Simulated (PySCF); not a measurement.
# Ionisation energy of Se by level of theory

Se [Ar] 3d10 4s2 4p4 (3P) → Se⁺ [Ar] 3d10 4s2 4p3 (4S), as a difference of total energies. Computed with PySCF 2.14 in x2c-SVPall (5s4p3d, 32 functions), with scalar relativity by spin-free X2C-1e. Correlated levels: valence: [Ar] 3d10 frozen. The calculations carry no spin-orbit coupling.

| method | ionisation energy (eV) |
| --- | --- |
| UHF | 8.521 |
| MN15 | 9.405 |
| LDA | 9.812 |
| MP2 (valence) | 8.936 |
| SCS-MP2 (valence) | 8.963 |
| CCSD (valence) | 8.959 |
| CCSD(T) (valence) | 8.967 |

Errors of the correlated levels include the incompleteness of this basis and the frozen core.

Which method comes closest to the reference value, and which is furthest?

The reference is 9.635 eV (measured; NIST levels, between the centres of gravity of the two terms). Closest: LDA (error 0.177 eV); furthest: UHF (error -1.114 eV).
